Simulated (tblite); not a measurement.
Level: GFN2-xTB in tblite, geometry and Hessian alike; calculated harmonic values, unscaled, isolated species. Against measured fundamentals such values can be off by several per cent, at times by over 20. Modes of hydrogen on silicon can be 10 to 20 % off. One conformer each. Thermal functions are those of the rigid rotor and harmonic oscillator, without mixing of conformers.

Problem. Order these by their ideal-gas entropy at 298.15 K and 1 bar, highest first (J/(mol K)).
A. `CC[Si@H](C[SiH3])CCF`
B. `C=CC1=C[SiH2]C/C(=C\Cl)[SiH2]1`
C. `CC(C)COC=C=O`
D. `N#Cc1ccccc[cH+]1`
E. `C=C[C@H]1C(F)=C(C)CN1C`
F. `CC(=S)C(C)=C(C)C`

Solution. A (484.8), B (464.4), E (432.3), F (415.4), C (410.2), D (357.3).

| SMILES | atoms | mass (u) | symmetry number | modes under 300 cm⁻¹ | ZPE (kJ/mol) | S translation (J/(mol K)) | S rotation | S vibration | S | Cp |
| --- | --- | --- | --- | --- | --- | --- | --- | --- | --- | --- |
| CC[Si@H](C[SiH3])CCF | 23 | 150.07 | 1 | 12 | 477.5 | 171.4 | 128.0 | 185.5 | 484.8 | 202.4 |
| C=CC1=C[SiH2]C/C(=C\Cl)[SiH2]1 | 21 | 186.01 | 1 | 9 | 385.3 | 174.0 | 131.3 | 159.1 | 464.4 | 208.4 |
| C=C[C@H]1C(F)=C(C)CN1C | 22 | 141.10 | 1 | 9 | 474.6 | 170.6 | 124.3 | 137.4 | 432.3 | 176.2 |
| CC(=S)C(C)=C(C)C | 20 | 128.07 | 1 | 8 | 443.8 | 169.4 | 121.7 | 124.4 | 415.4 | 162.2 |
| CC(C)COC=C=O | 18 | 114.07 | 1 | 8 | 387.2 | 167.9 | 121.0 | 121.3 | 410.2 | 150.3 |
| N#Cc1ccccc[cH+]1 | 15 | 116.05 | 2 | 4 | 292.9 | 168.1 | 114.3 | 74.9 | 357.3 | 128.4 |

Entropies and Cp are for 298.15 K and 1 bar.
